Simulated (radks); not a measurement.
The numbers below are computed, except where a source is named.
Re II, configuration [Xe] 4f14 5d5 6s1 (the NIST ground configuration). Level of theory: Dirac Kohn-Sham, exchange-only PBE, spin-unpolarised, spherical densities, finite nucleus; open shells fill j = l - 1/2 first; Fermi nuclear charge, rms radius 5.3698 fm (a radial shooting solver on a logarithmic mesh with Libxc functionals).

Spin-orbit splittings of the eigenvalues, e(l+1/2) - e(l-1/2), with zeta = 2 splitting/(2l+1) and mean radii in bohr:

shell,occ.,splitting (eV),zeta (eV),<r> j=l-1/2,<r> j=l+1/2
2p,6,1440,959.8,0.06246,0.07054
3p,6,312.6,208.4,0.1870,0.2019
3d,10,67.87,27.15,0.1765,0.1811
4p,6,72.96,48.64,0.4450,0.4785
4d,10,13.48,5.392,0.4935,0.5048
4f,14,2.510,0.7172,0.5766,0.5855
5p,6,10.94,7.296,1.139,1.242
5d,5,0.9011,0.3605,1.843,1.919
